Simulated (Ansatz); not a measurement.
The cluster Ru₂H⁻. Charge -1, multiplicity 3. Geometry r2SCAN-D4/def2-TZVPD.

Cartesian coordinates in Å:
```
Ru -0.330 0.624 0.154
Ru 1.487 0.060 -0.768
H -1.157 -0.684 0.614
```

In the def2 sets Ru takes a core potential; there is no spin–orbit coupling. At HF/def2-TZVPD, B97M-V/def2-TZVPD, PBE0-D4/def2-TZVPD, r2SCAN0-D4/def2-TZVPD and others the charge -1 triplet is spin-contaminated (final ⟨S²⟩ up to 4.45, 2.00 for a pure state). At B97M-V/def2-TZVPD, PBE0-D4/def2-TZVPD, r2SCAN0-D4/def2-TZVPD the highest occupied level of the charge -1 triplet lies above zero (up to 1.11 eV). It is a level of β spin, whose loss leaves a quartet; that state wasn't run at this geometry and level. The electron is either unbound and held by the finite basis, or the level is raised by self-interaction error. The geometry of the triplet was relaxed on an unsound state (⟨S²⟩ 3.03, where a pure state has 2.00). The order of the spin states hangs on the level: the quintet lies 0.44 eV below the triplet at PBE0-D4/def2-TZVPD, but 0.05 eV above it at HF/def2-TZVPD. The triplet is doubtful at PBE0-D4/def2-TZVPD (⟨S²⟩ 3.04, where a pure state has 2.00). The triplet is doubtful at HF/def2-TZVPD (⟨S²⟩ 4.45, where a pure state has 2.00). The quintet is doubtful at HF/def2-TZVPD (⟨S²⟩ 7.25, where a pure state has 6.00). The structure comes from a short search, and lower isomers may exist.

Estimate the α-spin orbital energies around the gap (eV) in Ansatz with HF/def2-TZVPD, B97M-V/def2-TZVPD, PBE0-D4/def2-TZVPD, r2SCAN0-D4/def2-TZVPD, BHLYP-D4/def2-TZVPD.


```csv
orbital,HF/def2-TZVPD,B97M-V/def2-TZVPD,PBE0-D4/def2-TZVPD,r2SCAN0-D4/def2-TZVPD,BHLYP-D4/def2-TZVPD
HOMO−5,-8.00,-1.12,-2.37,-2.91,-4.08
HOMO−4,-6.71,-0.28,-1.36,-1.73,-3.10
HOMO−3,-4.70,0.13,-0.64,-0.87,-1.92
HOMO−2,-4.43,0.35,-0.46,-0.71,-1.35
HOMO−1,-3.34,0.82,-0.06,-0.34,-1.24
HOMO,-1.18,0.84,-0.05,-0.29,-0.89
LUMO,4.79,1.58,2.37,2.53,3.10
LUMO+1,4.80,2.19,3.08,3.19,3.82
LUMO+2,5.57,2.35,3.29,3.59,3.93
LUMO+3,6.11,2.79,3.49,3.64,4.68
LUMO+4,6.17,3.49,4.17,4.42,4.90
LUMO+5,6.52,4.14,4.87,5.15,5.38
β HOMO,-1.81,1.11,0.47,0.32,-0.12
β LUMO,4.68,1.93,2.72,2.85,3.20
```
